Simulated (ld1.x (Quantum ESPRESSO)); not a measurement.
## Configuration tests for molybdenum (Mo) (RRKJ)

* Element: molybdenum (Mo)
* Generator: ld1.x (Quantum ESPRESSO) 7.5
* Type: norm-conserving RRKJ (Kleinman–Bylander form)
* Functional: LDA (PZ)
* Relativity: scalar-relativistic
* Frozen core: [Ar] 3d10
* Valence charge: 14
* Reference configuration: 4s2 4p6 4d5 5s1 5p0
* Partial waves: 4p (bound): rc 1.85 bohr; 4d (bound): rc 2.05 bohr; 4s (bound): rc 1.65 bohr
* Local potential: the s channel
* Core correction: none
* rho0: 0.01

Occupied shells without a wave of their own: 5s. They enter only through the test configuration that unscreens the potential.

Energies are relative to the spin-unpolarised reference configuration 4s2 4p6 4d5 5s1 5p0; without spin polarisation the order of configurations can differ from experiment. Spin-polarised rows fill each open shell by Hund’s rule, majority spin first. The frozen-core shift is the all-electron ΔE with the core orbitals held at their reference shape minus the fully relaxed ΔE.

| valence configuration | charge | ΔE all-electron (eV) | error AE − PS (meV) | frozen-core shift (meV) |
| --- | --- | --- | --- | --- |
| 4s2 4p6 4d5 5s0 5p0 | +1 | 7.186 | -977 | +1.5 |
| 4s2 4p6 4d4 5s0 5p0 | +2 | 22.889 | -1431 | +0.1 |
| 4s2 4p6 4d3 5s0 5p0 | +3 | 49.850 | -1939 | -0.2 |
| 4s2 4p5 4d5 5s1 5p0 | +1 | 44.091 | +19 | +18 |
| 4s2 4p6 4d5.5 5s0.5 5p0 | 0 | 0.310 | -345 | +1.3 |
| 4s2 4p6 4d4 5s1 5p1 | 0 | 3.760 | +240 | -2.5 |
| 4s2 4p6 4d5 5s0.5 5p0 | +0.5 | 2.864 | -428 | +0.6 |
| 4s2 4p6 4d5 5s0 5p0 (spin-polarised) | +1 | 3.795 | -738 | +3.0 |

Question: What are ΔE and the potential's error for 4s2 4p6 4d5 5s1 5p0 (spin-polarised)?

Answer: ΔE = -3.924 eV all-electron; the error (AE − PS) is +264 meV.

The 5s level has no wave, so the channel is fitted at the deeper level alone: the likely source of the large errors. A variational frozen-core shift is positive and of second order in the change. This column holds negative values, so the frozen-core run of ld1.x carries numerical noise or an error of first order here, and the column gives no more than the rough size of the effect.

The potential misses its own reference levels by up to 0.7 eV.
